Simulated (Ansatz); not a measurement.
# Ligand exchange: Sn(CH3)Br + AuSH → Sn(CH3)(SH) + AuBr

Species: Sn(CH3)Br, singlet; AuSH `[SH][Au]`, singlet; Sn(CH3)(SH), singlet; AuBr (bromogold), singlet. The partners trade Br for SH: Sn–Br and Au–SH bonds give way to Sn–SH and Au–Br.

Shapes, held fixed at every level: PBE0-D4/def2-TZVP. Flexible molecules stand in one conformer, not always the lowest. Programs: Ansatz 0.2.0. The zero-point and thermal change to 298 K, harmonic and unscaled (PBE0-D4/def2-TZVP), is +1.6 kJ/mol.

| level | kind | ΔH(298 K) (kJ/mol) | less CCSD(T)/def2-TZVPP |
| --- | --- | --- | --- |
| HF/def2-SVP | Hartree–Fock | +5.9 | -23.3 |
| HF/def2-TZVPP | Hartree–Fock | +8.5 | -20.7 |
| PBE-D4/def2-TZVPP | GGA | +35.6 | +6.4 |
| r2SCAN-D4/def2-TZVPP | meta-GGA | +36.4 | +7.2 |
| PBE0-D4/def2-TZVPP | global hybrid | +30.0 | +0.8 |
| r2SCAN0-D4/def2-TZVPP | global hybrid | +31.5 | +2.3 |
| wB97M-V/def2-TZVPP | range-separated hybrid | +24.1 | -5.1 |
| CCSD(T)/def2-TZVPP | coupled cluster or CI | +29.2 | 0.0 |

The highest level, CCSD(T)/def2-TZVPP, gives ΔH(298 K) = +29.2 kJ/mol; the levels span +5.9 to +36.4. The column of differences is taken from that level and isn't an error. No measured value is set beside it here. For atoms past krypton def2 sets carry core potentials with scalar relativity. Relativity is left out for Br. Outer-core shells of Au, Br, Sn are correlated, in sets that cover them unevenly.
